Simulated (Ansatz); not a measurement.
Geometry optimisation, Ansatz, RKS PBE0/def2-SVP.

input.yaml

```yaml
crystal:
  periodic: [false, false, false]
  atoms:
    - { symbol: Al, position_ang: [0.0, 0.0, 0.0] }
    - { symbol: F, position_ang: [0.0, 0.0, 2.04] }
    - { symbol: F, position_ang: [1.4635, 0.0, -0.845] }
    - { symbol: F, position_ang: [-1.4635, 0.0, -0.845] }
    - { symbol: P, position_ang: [0.1078, -2.446, 0.8135] }
    - { symbol: H, position_ang: [-0.6605, -3.268, -0.0528] }
    - { symbol: H, position_ang: [1.4574, -2.8876, 0.8103] }
    - { symbol: H, position_ang: [0.0528, -1.198, 1.9406] }
basis:
  gaussian: { orbitals: def2-SVP }
hamiltonian:
  xc: pbe0
relax:
  f_tol: 0.15
  max_steps: 25
  restrain:
    - { distance: [0, 4], at: 3.48, k: 30.0 }
    - { distance: [7, 1], at: 2.12, k: 30.0 }
    - { distance: [0, 1], at: 1.69, k: 30.0 }
    - { distance: [7, 4], at: 1.42, k: 30.0 }
```

Launched with:

```bash
$ ansatz run input.yaml --threads 2 --pin off --max-ram 3072MiB --backend cpu --events-out ev --progress --plain --runs-dir out
```

**Question.** Where does it end, and by what steps?

**Answer.** It converged. The restraints hold the end off the free minimum. After 7 steps the energy has fallen by 2.025 eV (the restraints' own energy left out); P5 moved furthest, 0.80 Å. Parted: Al1–P5 (2.58 → 3.47 Å).

| step | energy less start (eV) | largest force component (eV/Å) | accepted |
| --- | --- | --- | --- |
| 0 | 0.0000 | 3.344 | yes |
| 1 | 0.2261 | 3.208 | yes |
| 2 | -0.3425 | 2.620 | yes |
| 3 | -1.1345 | 1.795 | yes |
| 4 | -1.8550 | 0.718 | yes |
| 5 | -2.0032 | 0.553 | yes |
| 6 | -2.0128 | 0.547 | yes |
| 7 | -2.0246 | 0.657 | yes |

```xyz
8
Properties=species:S:1:pos:R:3
Al 0.024 0.146 0.025
F -0.100 0.396 1.673
F 1.497 0.231 -0.704
F -1.341 -0.018 -0.878
P 0.197 -3.078 1.299
H -0.713 -2.949 0.203
H 1.354 -2.800 0.507
H 0.039 -1.727 1.737
```

Run time: 18 s on 2 threads of Arm Neoverse V2 (shared host), peak memory 0.19 GiB.
